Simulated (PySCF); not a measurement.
[BiSe2]+, singlet: computed properties

All numbers come from PySCF, PBE0, basis Bi def2-TZVP with ECP60, Se def2-TZVP (scalar-relativistic core potentials, no spin–orbit coupling, density fitting).

The structure is a minimum.

Coordinates in bohr (charge 1 multiplicity 1):
```
Bi    0.0000    0.0000    0.0000
Se    0.0000    0.0000    4.4483
Se    0.0000    0.0000   -4.4483
```

```json
{
  "Point group": "D∞h",
  "Bond lengths": "Bi–Se 2.354 Å (×2)",
  "Bond angles": "Se–Bi–Se 180.0°",
  "Principal polarisabilities": "51.9, 51.9, 172.8 bohr³",
  "Highest occupied level": "-12.72 eV",
  "Entropy at 298.15 K and 1 bar": "318.2 J/(mol K)",
  "Enthalpy at 298.15 K above 0 K": "15.39 kJ/mol",
  "Lowest empty level": "-9.34 eV",
  "Rotational symmetry number": "2",
  "Principal quadrupole moments (Buckingham, traceless) about the centre of mass": "-9.96, -9.96, 19.92 D Å",
  "Heat capacity Cp at 298.15 K": "59.7 J/(mol K)",
  "Rotational constants": "0.01903 cm⁻¹",
  "Zero-point energy": "4.1 kJ/mol",
  "Dipole moment about the centre of mass": "0.00 D"
}
```

Harmonic modes (masses in u: Bi 208.980, Se 79.917):
```csv
symmetry,ω (cm⁻¹),"IR (km/mol, summed over degenerate members)"
πu,41,0.3
σg+,257,0.0
σu+,341,10.1
```

In D∞h the vibrations span πu + σg+ + σu+. The σg+ mode carries no infrared intensity, as symmetry demands. With a centre of inversion only u modes can be infrared active and only g modes Raman active.

Charges (e):
| atom | Mulliken | Löwdin | polar tensor | Mayer order to Bi1 |
| --- | --- | --- | --- | --- |
| Bi1 | 0.92 | 0.61 | 0.97 | – |
| Se2,3 | 0.04 | 0.20 | 0.02 | 1.86 |
Other Mayer orders above 0.3: Se–Se 0.45.

Mulliken populations on Bi1 (electrons outside its core potential): s 3.65, p 8.21, d 10.16, f 0.06.

Counting electrons, bismuth keeps none of its valence electrons outside its bonds, so the VSEPR class is AX2 and the expected shape is linear (D∞h), as computed.

Only a few start shapes were tried, so a lower isomer may exist. Spin–orbit coupling, left out here, can matter for elements this heavy.

The final relaxation and frequency run took about 100 core-seconds on a shared host.
